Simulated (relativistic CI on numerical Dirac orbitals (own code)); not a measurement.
**Nd²⁺ (4f4) in a crystal field**

Calculated by Dirac-Coulomb-Breit CI, KLI orbitals optimised for each configuration, a model potential for QED, one configuration in a parametric crystal field, unscaled Slater integrals (own radial code). With so little scaling, terms lie 10 to 35 % too far apart, which can change the order of excited levels.

Field parameters in Wybourne normalisation. The field is a parameter set, without covalency.

S and J are read from ⟨S²⟩ = S(S + 1) and ⟨J²⟩ = J(J + 1) of each level; they are not fictitious spins.

D4h, B20 = 1340, B40 = 1400, B44 = 350, B60 = -320, B64 = 520 cm⁻¹, the lowest 10 levels:

| E (cm⁻¹) | Degeneracy | Irrep | S | J |
| --- | --- | --- | --- | --- |
| 0.0 | 1 | B1 | 1.99 | 4.00 |
| 55.8 | 1 | B2 | 1.99 | 4.01 |
| 87.0 | 2 | E | 1.99 | 4.02 |
| 106 | 1 | A1 | 1.99 | 4.01 |
| 116 | 2 | E | 1.99 | 4.02 |
| 325 | 1 | A2 | 1.99 | 4.05 |
| 404 | 1 | A1 | 1.99 | 4.02 |
| 1162 | 1 | B1 | 1.99 | 5.01 |
| 1177 | 2 | E | 1.99 | 5.00 |
| 1212 | 1 | A2 | 1.99 | 4.99 |

D4h, B20 = -880, B40 = 150, B44 = -770, B60 = 260, B64 = 220 cm⁻¹, the lowest 16 levels:

```tsv
E (cm⁻¹)	Degeneracy	Irrep	S	J
0.0	1	A1	1.99	4.00
0.1	1	A2	1.99	4.00
5.7	2	E	1.99	4.00
50.0	1	B1	1.99	4.00
131	1	A1	1.99	4.01
161	2	E	1.99	4.01
213	1	B2	1.99	4.01
1091	2	E	1.99	5.00
1139	1	A2	1.99	5.00
1154	1	A1	1.99	5.00
1181	2	E	1.99	4.99
1192	1	B2	1.99	4.99
1234	1	B1	1.99	5.00
1249	2	E	1.99	5.01
1257	1	A2	1.99	5.01
2319	1	B1	1.99	6.00
```

D3d, B20 = 1210, B40 = -370, B43 = -870, B60 = -330, B63 = -70, B66 = -250 cm⁻¹, the lowest 10 levels:

```tsv
E (cm⁻¹)	Degeneracy	Irrep	S	J
0.0	2	E	1.99	4.00
7.8	1	A1	1.99	4.00
45.1	2	E	1.99	4.01
140	1	A2	1.99	4.03
253	2	E	1.99	4.00
259	1	A1	1.99	4.01
1094	1	A2	1.99	5.00
1118	2	E	1.99	5.00
1175	2	E	1.99	5.00
1224	1	A1	1.99	5.01
```

The next free-ion level lies 1097 cm⁻¹ above the lowest; the field splits the ground level into components whose J stays near 4 as long as their spread is small against that gap.

Levels of this model without a field, named by their leading LS term: 5I_4 0, 5I_5 1097, 5I_6 2328, 5I_7 3663, 5I_8 5074, 5F_1 13443, 5F_2 13836, 5F_3 14481 cm⁻¹.
